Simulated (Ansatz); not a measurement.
Reaction (formal exchange of groups at the Sn–C bond): `[SnH3][CH2][SnH3]` + `BC=C` → `B[C](=C)[SnH3]` + `[CH3][SnH3]`

Calculated with Ansatz (gas phase, PBE0-D4/def2-TZVP geometries, no zero-point term in ΔE). CBS: MP2 limit from def2 TZ/QZ plus the TZ coupled-cluster correction, frozen cores. Functionals use def2-TZVPP. B3LYP here is the variant with VWN-RPA as its local correlation; programs differ in this. Elements past krypton have def2 core potentials. For Sn outer-core shells are correlated without core-valence functions, which leaves a few kJ/mol of doubt a bond.

| level | ΔE (kJ/mol) |
| --- | --- |
| B3LYP-D4 | 2.5 |
| PBE | 2.0 |
| r2SCAN | 3.0 |
| PBE0 | 3.6 |
| B3LYP | 2.9 |
| HF/def2-TZVPP | 5.7 |
| MP2/def2-TZVPP | 4.6 |
| CCSD/def2-TZVPP | 5.2 |

Question: What does CCSD(T)/CBS give? (An estimate is asked.)

Answer: Computed: +6.3 kJ/mol. The listed levels differ from it by -3.8, -4.3, -3.3, -2.7, -3.4, -0.6, -1.7, -1.1 kJ/mol.

Largest T1 diagnostic among the species: 0.013.
